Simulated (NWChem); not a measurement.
# CdSi2H6; SMILES [SiH3][Cd][SiH3]

Results from NWChem. All runs use the structure optimised with PBE0/def2-SVP. def2 effective core potentials on Cd; no spin-orbit coupling. Ions are spin-unrestricted doublets at the neutral geometry; other ion states weren't tried.

```json
[
 {"level": "B3LYP/def2-SVP", "vertical ionisation energy, ΔSCF (eV)": "8.48", "−ε(HOMO) (eV)": "6.49", "ΔSCF minus −ε(HOMO) (eV)": "1.99"},
 {"level": "PBE/def2-SVP", "vertical ionisation energy, ΔSCF (eV)": "8.36", "−ε(HOMO) (eV)": "5.78", "ΔSCF minus −ε(HOMO) (eV)": "2.58"},
 {"level": "Hartree-Fock/def2-SVP", "vertical ionisation energy, ΔSCF (eV)": "7.90", "−ε(HOMO) (eV)": "8.77", "ΔSCF minus −ε(HOMO) (eV)": "-0.87"},
 {"level": "r2SCAN/def2-SVP", "vertical ionisation energy, ΔSCF (eV)": "8.46", "−ε(HOMO) (eV)": "6.01", "ΔSCF minus −ε(HOMO) (eV)": "2.45"},
 {"level": "PBE0/def2-SVP", "vertical ionisation energy, ΔSCF (eV)": "8.52", "−ε(HOMO) (eV)": "6.73", "ΔSCF minus −ε(HOMO) (eV)": "1.79"}
]
```
